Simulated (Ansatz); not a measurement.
`CB(S)Br` + `[OH][Na]` → `CB(O)S` + `[Na][Br]` at 400 K and 1 bar (redistribution).

Computed with Ansatz on PBE0-D4/def2-TZVP structures; ΔE is electronic, products minus reactants. CCSD(T)/CBS is the MP2 limit (def2-TZVPP, def2-QZVPP) plus CCSD(T) − MP2 in def2-TZVPP, frozen cores. For Br, Na outer-core shells are correlated without core-valence functions, which leaves a few kJ/mol of doubt a bond. Scalar relativity is left out up to krypton. One conformer a species, not always the lowest.

```
   species  CCSD(T)/CBS energy (Eh)  H − E (kJ/mol)  S (J/(mol·K))
 `CB(S)Br`              -3036.42757           162.5          359.2
`[OH][Na]`               -237.87975            46.9          250.7
  `CB(O)S`               -538.90144           200.0          345.7
`[Na][Br]`              -2735.48480            15.3          251.8
```

H − E and S are ideal-gas, rigid-rotor, harmonic terms from PBE0-D4/def2-TZVP, for one conformer and one mirror image of each species. 1 Eh = 2625.50 kJ/mol, R = 8.31446 J/(mol·K).

By hand: ΔE, ΔH, ΔS and ΔG.

ΔE = (-538.90144) + (-2735.48480) − (-3036.42757) − (-237.87975) = -0.07892 Eh = -207.2 kJ/mol. Δ(H − E) = 200.0 + 15.3 − 162.5 − 46.9 = 5.9, so ΔH = -201.3 kJ/mol. ΔS = 345.7 + 251.8 − 359.2 − 250.7 = -12.4 J/(mol·K). ΔG = -201.3 − 400 × (-12.4)/1000 = -196.3 kJ/mol.

By hand: the equilibrium constant, and the temperature at which ΔG would vanish if ΔH and ΔS stayed fixed.

log₁₀ K = −ΔG/(RT ln 10) = 25.6. ΔG = 0 at ΔH/ΔS = 16234 K, far beyond where these terms or the molecules hold.

The number of gas molecules stays the same, so ΔS is small and ΔH decides. A doubt of 5 kJ/mol in ΔE shifts log₁₀ K by 0.7 here. Other conformers and mirror images would add mixing entropy, several J/(mol·K) or more a flexible species. Modes under 60 cm⁻¹, often nearly free rotors, make the harmonic entropy too high. These are equilibria of isolated gas molecules and say nothing of rates. Largest T1 diagnostic: 0.012 (customary marks: 0.02 for closed shells, 0.045 for open ones).
